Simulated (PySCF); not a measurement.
**A failing input for SrI⁺**

```python
from pyscf import gto, scf
from pyscf.prop.polarizability import uhf as pol

mol = gto.M(
    atom='Sr 0 0 0; I 0 0 2.902',
    basis='def2-svp',
    ecp={'Sr': 'def2-svp', 'I': 'def2-svp'},
    charge=1,
    spin=0,
    symmetry=True,
    verbose=4,
)
mf = scf.UHF(mol)
mf.max_cycle = 3
mf.kernel()
print('polarizability (a.u.)')
print(pol.Polarizability(mf).polarizability().round(4))
mf.dip_moment()
print('orbital energies (hartree):', [e[max(0, n-3):n+3].round(4) for e, n in zip(mf.mo_energy, mol.nelec)])
```

```bash
$ OMP_NUM_THREADS=1 python input.py
```

The log, shortened:

```
[earlier lines left out]
DIIS = <class 'pyscf.scf.diis.CDIIS'>
diis_start_cycle = 1
diis_space = 8
diis_damp = 0
SCF conv_tol = 1e-09
SCF conv_tol_grad = None
SCF max_cycles = 3
direct_scf = True
direct_scf_tol = 1e-13
number electrons alpha = 17  beta = 17
Freeze 0 electrons in irreps []
    34 free electrons in irreps A1 E1x E1y E2x E2y
Set gradient conv threshold to 3.16228e-05
init E= -283.939504514225
cycle= 1 E= -325.473952506591  delta_E= -41.5  |g|= 1.74  |ddm|= 5.67

cycle= 2 E= -322.642931242501  delta_E= 2.83  |g|= 1.82  |ddm|= 4.89
cycle= 3 E= -326.664757762926  delta_E= -4.02  |g|= 0.502  |ddm|= 3.53
SCF not converged.
SCF energy = -326.664757762926 after 3 cycles  <S^2> = 0.0032036404  2S+1 = 1.0063869
polarizability (a.u.)
Isotropic polarizability 31.2948256393
Polarizability anisotropy 13.6866811905
[[26.7326 -0.     -0.    ]
 [-0.     26.7326 -0.    ]
 [-0.     -0.     40.4193]]

WARN: System has nonzero charge 1; the dipole moment is origin-dependent.
Location of origin: [0. 0. 0.]

Dipole moment(X, Y, Z, Debye):  0.00000,  0.00000, -14.97833
orbital energies (hartree): [array([-0.6555, -0.6555, -0.6397, -0.1532, -0.0822, -0.0822]), array([-0.669 , -0.6562, -0.6562, -0.1668, -0.084 , -0.084 ])]
```

Problem. Which setting is at fault, why, and what does a mended input give?

Solution. The cycle limit (3): the limit is below the number of cycles that the SCF needs. With this edit
```diff
- mf.max_cycle = 3
```
the run finishes: E(SCF) = -326.892206 Eh, 13 cycles, α(xx, yy, zz) = 36.3, 36.3, 69.1 bohr³.

The bond length is a typed value, not an optimised one. The dipole of an ion depends on the origin. No search for the lowest solution was made.
